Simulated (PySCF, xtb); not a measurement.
C₄H₅BO, SMILES C#CB1COC1.

Harmonic wavenumbers (cm⁻¹) from GFN2-xTB (xtb) at its own minimum, in rising order: 104, 133, 228, 336, 397, 507, 533, 656, 688, 810, 818, 987, 1000, 1050, 1085, 1119, 1186, 1201, 1286, 1421, 1430, 2186, 2893, 2894, 2923, 2924, 3362.

Problem. What does PySCF with PBE0-D3(BJ)/def2-SVP give at its own minimum? (An estimate is asked for; the answer gives what the named calculation found.)

Solution. 113, 152, 203, 376, 458, 503, 508, 684, 796, 796, 887, 981, 1002, 1093, 1135, 1170, 1192, 1232, 1352, 1402, 1436, 2176, 3014, 3028, 3066, 3068, 3475. Paired by order, the mean absolute difference is 50 cm⁻¹ and the zero-point energies are 48.8 and 50.5 kcal/mol.
